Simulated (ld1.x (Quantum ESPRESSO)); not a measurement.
**An all-electron radial function and its pseudo partner (La (Z = 57))**

Columns: radius, all-electron u(r) and pseudo u(r) of the 4f shell (level -5.70 eV) of lanthanum in the configuration [Kr] 4d10 4f0 5s2 5p6 5d1 6s1.75 6p0; PBE, scalar-relativistic, RRKJ scheme, ld1.x (Quantum ESPRESSO) 7.5.

```json
{"r (bohr)": "0.190", "all-electron": "0.1855", "pseudo": "0.0065"}
{"r (bohr)": "0.380", "all-electron": "0.6099", "pseudo": "0.0884"}
{"r (bohr)": "0.570", "all-electron": "0.8612", "pseudo": "0.3370"}
{"r (bohr)": "0.760", "all-electron": "0.9187", "pseudo": "0.7099"}
{"r (bohr)": "0.950", "all-electron": "0.8723", "pseudo": "1.0166"}
{"r (bohr)": "1.140", "all-electron": "0.7869", "pseudo": "1.0873"}
{"r (bohr)": "1.330", "all-electron": "0.6938", "pseudo": "0.9305"}
{"r (bohr)": "1.520", "all-electron": "0.6040", "pseudo": "0.7028"}
{"r (bohr)": "1.710", "all-electron": "0.5217", "pseudo": "0.5385"}
{"r (bohr)": "1.900", "all-electron": "0.4483", "pseudo": "0.4485"}
{"r (bohr)": "2.090", "all-electron": "0.3843", "pseudo": "0.3843"}
{"r (bohr)": "2.280", "all-electron": "0.3291", "pseudo": "0.3291"}
{"r (bohr)": "2.470", "all-electron": "0.2821", "pseudo": "0.2821"}
{"r (bohr)": "2.660", "all-electron": "0.2421", "pseudo": "0.2421"}
{"r (bohr)": "2.850", "all-electron": "0.2083", "pseudo": "0.2083"}
{"r (bohr)": "3.040", "all-electron": "0.1797", "pseudo": "0.1797"}
{"r (bohr)": "3.230", "all-electron": "0.1554", "pseudo": "0.1554"}
{"r (bohr)": "3.420", "all-electron": "0.1349", "pseudo": "0.1349"}
{"r (bohr)": "3.610", "all-electron": "0.1173", "pseudo": "0.1173"}
{"r (bohr)": "3.800", "all-electron": "0.1023", "pseudo": "0.1023"}
{"r (bohr)": "3.990", "all-electron": "0.0893", "pseudo": "0.0893"}
{"r (bohr)": "4.180", "all-electron": "0.0781", "pseudo": "0.0781"}
{"r (bohr)": "4.370", "all-electron": "0.0684", "pseudo": "0.0684"}
{"r (bohr)": "4.560", "all-electron": "0.0600", "pseudo": "0.0600"}
{"r (bohr)": "4.750", "all-electron": "0.0526", "pseudo": "0.0526"}
{"r (bohr)": "4.940", "all-electron": "0.0462", "pseudo": "0.0462"}
```

Problem. How many radial nodes do the two functions have?

Solution. The all-electron 4f function has n − l − 1 = 0; the pseudo-wave has 0.

Problem. At about which radius was the pseudo-wave matched?

Solution. 2.00 bohr, where the columns begin to agree (steps of 0.19 bohr).

Problem. Where does each function peak?

Solution. Outermost all-electron maximum near 0.76 bohr, pseudo maximum near 1.14 bohr (to the table’s step).

Problem. Is the pseudo-wave norm-conserving?

Solution. Yes: the RRKJ scheme keeps the norm inside the radius equal to the all-electron one, which fixes the energy derivative of the logarithmic derivative at the level.
